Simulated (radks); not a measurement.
Values are calculated unless marked as measured or tabulated.
The carbon anion C4-, [Ne], held by a Watson sphere: a shell of charge +4.83 at radius R that stands for the Madelung well of a crystal (potential energy -4.83/R inside, -4.83/r outside, in hartree with lengths in bohr). Code: a radial shooting solver on a logarithmic mesh with Libxc functionals. Model: non-relativistic Kohn-Sham, LDA (Slater exchange, VWN5 correlation), spin-polarised, spherical densities, point nucleus. Response by self-consistent Sternheimer equations with the Hartree and adiabatic LDA kernel. The sphere does not respond.

\begin{tabular}{lrrrrrrr}
R (bohr) & e(1s) (eV) & e(2s) (eV) & e(2p) (eV) & <r> 2p (bohr) & sum of <r^2> (bohr^2) & X-ray form factor at sin(theta)/lambda = 0.1 1/angstrom & alpha (bohr^3) \\ \hline
1.8 & -270.11 & -26.031 & -17.171 & 1.752 & 28.60 & 8.167 & 12.85 \\
1.92 & -270.12 & -24.965 & -16.347 & 1.821 & 30.76 & 8.049 & 14.96 \\
3.51 & -270.49 & -16.202 & -9.442 & 2.708 & 64.66 & 6.610 & 83.40 \\
3.7 & -270.42 & -15.650 & -8.956 & 2.817 & 69.52 & 6.461 & 99.71 \\
3.89 & -270.34 & -15.169 & -8.519 & 2.926 & 74.59 & 6.318 & 118.5 \\
\end{tabular}
